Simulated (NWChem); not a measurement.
# GeHOI, singlet; SMILES [OH][Ge][I]

```xyz
4

Ge     0.3324     1.3851     0.0000
I      0.0300    -1.1624     0.0000
O     -1.3969     1.8243     0.0000
H     -1.5329     2.7813     0.0000
```
Atoms are numbered in this order, from 1.

Level: PBE0/def2-SVP with def2 effective core potentials on I (NWChem), optimised geometry, unscaled harmonic frequencies. Low-valent species are run as closed-shell singlets; no triplet was tried in these runs. def2 effective core potentials on I; no spin-orbit coupling.

Task: List the harmonic frequencies with IR intensities, and the thermochemistry.

Result: 
```json
[
 {"frequency (cm⁻¹)": "168", "IR intensity (km/mol)": "1.0"},
 {"frequency (cm⁻¹)": "243", "IR intensity (km/mol)": "42.4"},
 {"frequency (cm⁻¹)": "443", "IR intensity (km/mol)": "107.5"},
 {"frequency (cm⁻¹)": "698", "IR intensity (km/mol)": "110.5"},
 {"frequency (cm⁻¹)": "802", "IR intensity (km/mol)": "109.7"},
 {"frequency (cm⁻¹)": "3860", "IR intensity (km/mol)": "132.5"}
]
```

zero-point energy: 8.9 kcal/mol
thermal correction to the enthalpy at 298.15 K (with zero-point energy): 12.2 kcal/mol
heat capacity Cv: 12.5 cal/(mol K)
entropy at 298.15 K and 1 atm (symmetry number 1): 74.7 cal/(mol K)

Rigid rotor and harmonic oscillator.
